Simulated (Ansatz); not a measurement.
Computed with Ansatz on PBE0-D4/def2-TZVP structures; ΔE is electronic, products minus reactants. CBS: MP2 limit from def2 TZ/QZ plus the TZ coupled-cluster correction, frozen cores. DFT in def2-TZVPP. B3LYP here is the variant with VWN-RPA as its local correlation; programs differ in this. Elements past krypton have def2 core potentials. For Ge, Hf outer-core shells are correlated without core-valence functions, which leaves a few kJ/mol of doubt a bond. Scalar relativity is left out up to krypton. Each species was taken in one conformer, which may not be the lowest.

`[CH3][GeH]([F])[Cl]` + `C[S][Hf]([OH])([F])[Cl]` → `C[O][Hf]([F])([Cl])[S]C` + `[F][GeH2][Cl]`  (substitution at a C–Ge bond)

`[CH3][GeH]([F])[Cl]`:

Z-matrix (Å, degrees):
```
C
Ge 1 1.926
H 1 1.090 2 110.0
H 1 1.091 2 109.7 3 120.4
H 1 1.090 2 109.0 3 -119.8
F 2 1.735 1 107.6 3 177.3
Cl 2 2.143 1 109.9 3 62.8
H 2 1.532 1 118.5 3 -62.1
```

`C[S][Hf]([OH])([F])[Cl]`:

Z-matrix (Å, degrees):
```
C
S 1 1.828
H 1 1.089 2 111.3
H 1 1.089 2 106.9 3 118.7
H 1 1.089 2 110.9 3 -122.9
Hf 2 2.428 1 100.3 3 52.9
F 6 1.903 2 108.4 1 69.2
O 6 1.898 2 107.3 1 -46.8
Cl 6 2.349 2 108.1 1 -169.9
H 8 0.952 6 169.9 2 -155.8
```

`C[O][Hf]([F])([Cl])[S]C`:

Cartesian coordinates in Å:
```
C 1.952 0.741 1.135
O 1.239 -0.191 0.384
Hf 0.223 -1.348 -0.711
F -0.794 -2.476 0.445
Cl 1.606 -2.559 -2.179
S -1.329 0.001 -1.993
C -2.191 0.616 -0.500
H 1.681 0.662 2.191
H 3.026 0.562 1.033
H 1.731 1.754 0.788
H -3.256 0.423 -0.616
H -2.017 1.686 -0.403
H -1.868 0.129 0.425
```

`[F][GeH2][Cl]`:

Cartesian coordinates in Å:
```
F 1.257 0.818 0.780
Ge 0.062 -0.032 -0.138
Cl -1.655 -0.197 1.116
H 0.617 -1.429 -0.414
H -0.281 0.840 -1.345
```

CCSD(T)/CBS gives +94.6 kJ/mol.

(1) Another level gave +89.5 kJ/mol. Which?
A. MP2/def2-TZVPP
B. HF/def2-TZVPP
C. PBE0/def2-TZVPP
D. B3LYP-D4/def2-TZVPP

Largest T1 diagnostic among the species: 0.015.

Results:

(1) C. PBE0 89.5, HF/def2-TZVPP 80.7, MP2/def2-TZVPP 94.4, B3LYP-D4 85.3 kJ/mol.

In def2-TZVPP, CCSD(T) changes the Hartree–Fock value by +7.5 kJ/mol (the triples alone add −0.3 kJ/mol) and MP2 by +13.7 kJ/mol.
